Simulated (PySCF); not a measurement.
**Structure elucidation problem**

Molecular formula: C5H4O3. Simulated spectra:

¹H NMR (600 MHz, computed): δ 8.31 (m, 1H), 7.50 (m, 1H), 7.11 (m, 1H), 6.21 (br s, 1H).

¹³C{¹H} NMR (computed): δ 167.5 (C), 155.9 (CH), 147.5 (CH), 125.1 (C), 119.0 (CH).

PySCF 2.14 calculation with GIAO PBE0/pcSseg-1 shieldings and GFN2-xTB structure; isolated molecule, single conformer, relativity neglected.

Shifts are taken against calculated references (same method and geometry level): ¹H (σ = 31.72 ppm), ¹³C (σ = 186.93 ppm) vs TMS.

Task: Which candidate is it?
A. O=C(O)c1ccoc1
B. O=CC1=COC=CO1
C. C=CC(=O)OC=C=O

Result: A. 

- Rings plus π bonds: 4 (1 ring in the answer).
- 5 carbon signals for 5 carbons: no two carbons are equivalent.
- Carbon types of the structure: 2 × C, 3 × CH, leaving 1 H on heteroatoms.
- δC 167.5: carboxylic acid carbon; lone-pair donation from the attached heteroatom keeps it upfield of a ketone carbonyl.
- δC 155.9, 147.5: aromatic CH next to the ring oxygen.
- δC 125.1: substituted aromatic carbon.
- δC 119.0: aromatic CH.
- δH 7.11: hydrogen on an aromatic CH; the ring current deshields protons in the ring plane.

The others: O=CC1=COC=CO1 would give 4 signals for carbon-bound and other non-exchanging H, not 3; C=CC(=O)OC=C=O would give 4 signals for carbon-bound and other non-exchanging H, not 3.

Exchangeable OH/NH protons stand at their gas-phase positions; hydrogen bonding in a real sample shifts them, mostly to higher δ. Shifts are as computed. Against solution values, carbons near 30 ppm lie about +3 ppm off and those near 130 ppm about +5 ppm. Of 1211 compounds with measured shifts, 218 miss one by over three times the rms of a fit or turn the order of signals round; such compounds aren't used in these exercises. Hydrogen bonding in solution deshields acid and N–H amide carbonyl carbons by as much as 10 ppm beyond these values. Multiplicities follow the n + 1 count of equivalent neighbours, as no J values were calculated; m marks all less simple cases, F and P coupling included.
